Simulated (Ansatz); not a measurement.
`[F][GaH][O][SiH3]` → F• + `[SiH3][O][GaH]`• at 400 K and 1 bar (homolysis of the F–Ga bond).

Computed with Ansatz on PBE0-D4/def2-TZVP structures; ΔE is electronic, products minus reactants. CCSD(T)/CBS is the MP2 limit (def2-TZVPP, def2-QZVPP) plus CCSD(T) − MP2 in def2-TZVPP, frozen cores. This one scheme is used for every species, atoms too. No spin–orbit coupling; open shells (•) take unrestricted orbitals. Spin–orbit coupling would lower the free atoms: a little for F. Bonds to Ga are less sure, by a few kJ/mol each and by 10 to 20 or more in all where they break to atoms, as the def2 sets lack core-valence functions. Scalar relativity is left out up to krypton. Each species was taken in one conformer, which may not be the lowest.

```csv
species,CCSD(T)/CBS energy (Eh),H − E (kJ/mol),S (J/(mol·K))
`[F][GaH][O][SiH3]`,-2390.49581,131.9,390.8
F•,-99.66871,8.3,166.6
`[SiH3][O][GaH]`•,-2290.61074,116.9,362.0
```

H − E and S are ideal-gas, rigid-rotor, harmonic terms from PBE0-D4/def2-TZVP, for one conformer and one mirror image of each species, with the whole ground term of open shells counted as degenerate. 1 Eh = 2625.50 kJ/mol, R = 8.31446 J/(mol·K).

Q: By hand: ΔE, ΔH, ΔS and ΔG.

A: ΔE = (-99.66871) + (-2290.61074) − (-2390.49581) = 0.21636 Eh = 568.1 kJ/mol. Δ(H − E) = 8.3 + 116.9 − 131.9 = -6.7, so ΔH = 561.4 kJ/mol. ΔS = 166.6 + 362.0 − 390.8 = 137.8 J/(mol·K). ΔG = 561.4 − 400 × (137.8)/1000 = 506.3 kJ/mol.

Q: By hand: the equilibrium constant, and the temperature at which ΔG would vanish if ΔH and ΔS stayed fixed.

A: log₁₀ K = −ΔG/(RT ln 10) = -66.1. ΔG = 0 at ΔH/ΔS = 4074 K, far beyond where these terms or the molecules hold.

The number of gas molecules changes by +1, which sets the sign of ΔS. A doubt of 5 kJ/mol in ΔE shifts log₁₀ K by 0.7 here. Other conformers and mirror images would add mixing entropy, several J/(mol·K) or more a flexible species. Modes under 60 cm⁻¹, often nearly free rotors, make the harmonic entropy too high. These are equilibria of isolated gas molecules and say nothing of rates. Largest T1 diagnostic: 0.016 (customary marks: 0.02 for closed shells, 0.045 for open ones).
